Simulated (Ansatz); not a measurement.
Ansatz (a quantum-chemistry and plane-wave program) input:

Ansatz 0.2 input:
```yaml
crystal:
  periodic: [false, false, false]
  atoms:
    - {symbol: Te, position_ang: [0.00612831, 0.00484004, 0.42130173]}
    - {symbol: Cl, position_ang: [1.07935398, -1.41996406, -1.06972775]}
    - {symbol: Cl, position_ang: [1.95020124, 1.51697523, 0.37997976]}
    - {symbol: Cl, position_ang: [-1.11048190, 1.39537973, -1.07021764]}
    - {symbol: Cl, position_ang: [-1.93781874, -1.50719573, 0.47127797]}
basis:
  gaussian:
    orbitals: def2-SVPD
magnetization: {spin_polarized: false}
correlation: {method: ccsd_t, electrons: outside_noble_gas}
output: {forces: true}
```

Question: Which total energy does the run end on?

Answer: -2105.23465 Eh (CCSD(T)/def2-SVPD). The basis has 143 functions. The run takes around 6 core-minutes (rough).
